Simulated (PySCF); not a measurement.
Isomers of C6H14N2Si, one GFN2-xTB conformer each. Single-point energies are computed at PBE0/pcSseg-1 (PySCF, gas phase, no added dispersion term), electronic only.

| SMILES | GFN2-xTB relative energy (kcal/mol) |
| --- | --- |
| [SiH3]N1CCCN1C1CC1 | 10.3 |
| C=CN([SiH3])/N=C\CCC | 24.1 |
| C=C1[SiH2]N(C)C[C@@H]1CN | 14.6 |
| [SiH3]N/N=C/C1CCCC1 | 0.0 |
| CC1=NN([SiH](C)C)CC1 | 4.2 |
| NC[C@]1(N2CC2)CC[SiH2]1 | 45.8 |
| C#CCN(C)[SiH2]N(C)C | 22.7 |

Conformers: `[SiH3:1][N:2]1[CH2:3][CH2:4][CH2:5][N:6]1[CH:7]1[CH2:8][CH2:9]1` with C5–N6–C7–C8 163°, Si1–N2–C3–C4 111°, N2–C3–C4–C5 8°, C3–C4–C5–N6 14°, C4–C5–N6–C7 90°; `[CH2:1]=[CH:2][N:3]([SiH3:4])/[N:5]=[CH:6]\[CH2:7][CH2:8][CH3:9]` with C1–C2–N3–Si4 24°, C2–N3–N5–C6 157°, N5–C6–C7–C8 -140°, C6–C7–C8–C9 179°; `[CH2:1]=[C:2]1[SiH2:3][N:4]([CH3:5])[CH2:6][C@@H:7]1[CH2:8][NH2:9]` with C6–C7–C8–N9 174°, C7–C8–N9–H 56° and 175°, C1–C2–Si3–N4 166°, C2–Si3–N4–C5 -169°, Si3–N4–C6–C7 29°, N4–C6–C7–C8 82°; `[SiH3:1][NH:2]/[N:3]=[CH:4]/[CH:5]1[CH2:6][CH2:7][CH2:8][CH2:9]1` with Si1–N2–N3–C4 1°, N3–C4–C5–C6 127°, C4–C5–C6–C7 110°, C5–C6–C7–C8 33°, C6–C7–C8–C9 -42°, C7–C8–C9–C5 36°; `[CH3:1][C:2]1=[N:3][N:4]([SiH:5]([CH3:6])[CH3:7])[CH2:8][CH2:9]1` with N3–N4–Si5–C6 -161°; `[NH2:1][CH2:2][C@:3]1([N:4]2[CH2:5][CH2:6]2)[CH2:7][CH2:8][SiH2:9]1` with H–N1–C2–C3 -74° and 167°, N1–C2–C3–N4 -163°, C2–C3–N4–C5 -94°, C3–N4–C5–C6 -112°, C2–C3–C7–C8 -103°, C3–C7–C8–Si9 -10°, C7–C8–Si9–C3 8°; `[CH:1]#[C:2][CH2:3][N:4]([CH3:5])[SiH2:6][N:7]([CH3:8])[CH3:9]` with C2–C3–N4–C5 -68°, C3–N4–Si6–N7 161°, N4–Si6–N7–C8 161°.

What does PBE0/pcSseg-1 give for the same structures?

```csv
SMILES,PBE0/pcSseg-1 E (Eh),PBE0/pcSseg-1 (kcal/mol),GFN2-xTB (kcal/mol),point group
CC1=NN([SiH](C)C)CC1,-635.48438,0.0,4.2,C1
C=C1[SiH2]N(C)C[C@@H]1CN,-635.45216,20.2,14.6,C1
[SiH3]N/N=C/C1CCCC1,-635.44204,26.6,0.0,C1
C#CCN(C)[SiH2]N(C)C,-635.41015,46.6,22.7,C1
[SiH3]N1CCCN1C1CC1,-635.40612,49.1,10.3,C1
C=CN([SiH3])/N=C\CCC,-635.40568,49.4,24.1,C1
NC[C@]1(N2CC2)CC[SiH2]1,-635.38989,59.3,45.8,C1
```

GFN2-xTB puts [SiH3]N/N=C/C1CCCC1 lowest instead; measured from each level's own lowest isomer, the values differ by up to 38.8 kcal/mol ([SiH3]N1CCCN1C1CC1: 10.3 against 49.1). As drawn, the lowest has a C=N bond and an N–N linkage, which the highest lacks; the highest has a three-membered ring, a four-membered ring and an N–H bond, which the lowest lacks. Neighbours under 2.5 kcal/mol apart ([SiH3]N1CCCN1C1CC1 and C=CN([SiH3])/N=C\CCC) can change places with a better method, another conformer or zero-point energy.

Which frontier levels, dipoles and rotational constants go with these structures?

| SMILES | HOMO (eV, PBE0/pcSseg-1) | LUMO (eV) | dipole (D) | A, B, C (MHz) |
| --- | --- | --- | --- | --- |
| CC1=NN([SiH](C)C)CC1 | -5.58 | 0.67 | 2.01 | 2604, 851.3, 676.1 |
| C=C1[SiH2]N(C)C[C@@H]1CN | -6.13 | -0.25 | 1.00 | 2091, 1083, 846.5 |
| [SiH3]N/N=C/C1CCCC1 | -6.34 | 0.47 | 0.81 | 3324, 560.2, 546.4 |
| C#CCN(C)[SiH2]N(C)C | -6.33 | 0.94 | 0.91 | 3044, 708.3, 654.5 |
| [SiH3]N1CCCN1C1CC1 | -6.22 | 0.73 | 1.70 | 1881, 1180, 873.5 |
| C=CN([SiH3])/N=C\CCC | -5.87 | 0.10 | 2.28 | 2634, 627.9, 565.2 |
| NC[C@]1(N2CC2)CC[SiH2]1 | -6.29 | 0.62 | 1.94 | 1999, 1187, 994.5 |
